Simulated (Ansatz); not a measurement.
C3H8OSi can be A, `C=C[SiH](C)O`, or B, `CC(C)O[SiH]`.

Gas-phase electronic energies from Ansatz, PBE0-D4/def2-TZVP geometries. CCSD(T)/CBS is the MP2 limit (def2-TZVPP, def2-QZVPP) plus CCSD(T) − MP2 in def2-TZVPP, frozen cores. DFT in def2-TZVPP. One conformer a species, not always the lowest.

A:

Z-matrix (Å, degrees):
```
Si
C 1 1.862
O 1 1.652 2 110.3
C 1 1.866 2 109.5 3 -123.9
H 1 1.486 2 110.4 3 115.1
C 2 1.331 1 123.2 3 -7.5
H 2 1.090 1 119.0 3 172.0
H 3 0.958 1 117.1 2 -66.5
H 4 1.094 1 110.4 2 -59.8
H 4 1.093 1 111.4 2 59.7
H 4 1.092 1 110.9 2 -179.4
H 6 1.087 2 122.5 1 179.4
H 6 1.087 2 121.4 1 -1.2
```

B:

```xyz
13

C     0.6553   -1.3314   -0.1179
C     0.1185    0.0716   -0.2964
C    -1.3680    0.0972   -0.5764
O     0.3658    0.8065    0.9017
Si    1.3076    2.1577    0.9314
H     1.7298   -1.3128    0.0754
H     0.1620   -1.8193    0.7262
H     0.4771   -1.9263   -1.0165
H     0.6518    0.5604   -1.1265
H    -1.9162   -0.3509    0.2557
H    -1.5956   -0.4637   -1.4857
H    -1.7192    1.1227   -0.7073
H     1.1311    2.3881    2.4363
```

Question: Which is lower in electronic energy at CCSD(T)/CBS, and by how much? (Estimate.)

Answer: Ansatz gave: A, by 36.3 kcal/mol.

Question: Give E(B) − E(A) in kcal/mol with CCSD(T)/def2-SVP, MP2/def2-TZVPP, BLYP-D4, CCSD(T)/def2-TZVPP, LDA (SPW92), r2SCAN-D4, PBE-D4. (An estimate is asked.)

Answer: The calculation gave: CCSD(T)/def2-SVP 24.7, MP2/def2-TZVPP 37.4, BLYP-D4 33.0, CCSD(T)/def2-TZVPP 34.5, LDA (SPW92) 28.9, r2SCAN-D4 37.6, PBE-D4 32.5. None reverses the order clearly.

Question: Does the order hold for the free energy at 298.15 K (harmonic terms from PBE0-D4)? (An estimate is asked.)

Answer: The calculation gave: Yes: G(B) − G(A) = +38.9 kcal/mol, for one conformer each.

Largest T1 diagnostic: 0.014.

From BLYP to BHLYP (50 % exact exchange), in def2-TZVPP and without D4, E(B) − E(A) moves by +2.4 kcal/mol. At CCSD(T), def2-SVP lies −11.6 kcal/mol from the extrapolated value and def2-TZVPP −1.8 kcal/mol.
